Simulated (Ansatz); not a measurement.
Computed with Ansatz on PBE0-D4/def2-TZVP structures; ΔE is electronic, products minus reactants. CCSD(T)/CBS adds triple-zeta CCSD(T) − MP2 to the extrapolated MP2 energy (def2 sets, frozen cores). This one scheme is used for every species. Functionals use def2-TZVPP. B3LYP here is the variant with VWN-RPA as its local correlation; programs differ in this. One conformer a species, not always the lowest.

`CO[SiH](S)Cl` + `O[SiH3]` → `[SiH3]O[SiH](S)Cl` + CH₃OH  (ligand exchange at the Si–O bond)

```json
{"level": "PBE-D4", "ΔE (kcal/mol)": "-3.6", "difference from CCSD(T)/CBS": "0.7"}
{"level": "r2SCAN-D4", "ΔE (kcal/mol)": "-3.7", "difference from CCSD(T)/CBS": "0.6"}
{"level": "PBE0-D4", "ΔE (kcal/mol)": "-4.2", "difference from CCSD(T)/CBS": "0.1"}
{"level": "B3LYP-D4", "ΔE (kcal/mol)": "-4.6", "difference from CCSD(T)/CBS": "-0.3"}
{"level": "ωB97X-V", "ΔE (kcal/mol)": "-4.0", "difference from CCSD(T)/CBS": "0.3"}
{"level": "ωB97M-V", "ΔE (kcal/mol)": "-3.9", "difference from CCSD(T)/CBS": "0.4"}
{"level": "B2PLYP", "ΔE (kcal/mol)": "-3.8", "difference from CCSD(T)/CBS": "0.5"}
{"level": "PBE", "ΔE (kcal/mol)": "-3.1", "difference from CCSD(T)/CBS": "1.2"}
{"level": "r2SCAN", "ΔE (kcal/mol)": "-3.6", "difference from CCSD(T)/CBS": "0.7"}
{"level": "PBE0", "ΔE (kcal/mol)": "-3.7", "difference from CCSD(T)/CBS": "0.6"}
{"level": "B3LYP", "ΔE (kcal/mol)": "-3.8", "difference from CCSD(T)/CBS": "0.5"}
{"level": "HF/def2-TZVPP", "ΔE (kcal/mol)": "-5.4", "difference from CCSD(T)/CBS": "-1.1"}
{"level": "MP2/def2-TZVPP", "ΔE (kcal/mol)": "-3.8", "difference from CCSD(T)/CBS": "0.5"}
{"level": "SCS-MP2/def2-TZVPP", "ΔE (kcal/mol)": "-4.2", "difference from CCSD(T)/CBS": "0.1"}
{"level": "CCSD/def2-TZVPP", "ΔE (kcal/mol)": "-4.4", "difference from CCSD(T)/CBS": "-0.1"}
{"level": "CCSD(T)/def2-TZVPP", "ΔE (kcal/mol)": "-4.1", "difference from CCSD(T)/CBS": "0.2"}
{"level": "HF/def2-QZVPP", "ΔE (kcal/mol)": "-5.6", "difference from CCSD(T)/CBS": "-1.3"}
{"level": "MP2/def2-QZVPP", "ΔE (kcal/mol)": "-4.0", "difference from CCSD(T)/CBS": "0.3"}
{"level": "SCS-MP2/def2-QZVPP", "ΔE (kcal/mol)": "-4.3", "difference from CCSD(T)/CBS": "0.0"}
{"level": "HF/CBS(def2)", "ΔE (kcal/mol)": "-5.7", "difference from CCSD(T)/CBS": "-1.4"}
{"level": "MP2/CBS(def2)", "ΔE (kcal/mol)": "-4.0", "difference from CCSD(T)/CBS": "0.3"}
{"level": "CCSD/CBS(def2)", "ΔE (kcal/mol)": "-4.6", "difference from CCSD(T)/CBS": "-0.3"}
{"level": "CCSD(T)/CBS", "ΔE (kcal/mol)": "-4.3", "difference from CCSD(T)/CBS": "0"}
```

Largest T1 diagnostic among the species: 0.011.

In def2-TZVPP, CCSD(T) changes the Hartree–Fock value by +1.2 kcal/mol (the triples alone add +0.3 kcal/mol) and MP2 by +1.5 kcal/mol. The D4 term adds −0.8 kcal/mol with B3LYP and −0.5 kcal/mol with PBE0; it sums over pairs of atoms, weighted by their polarisabilities, and B3LYP, whose exchange is more repulsive, gets the larger term.
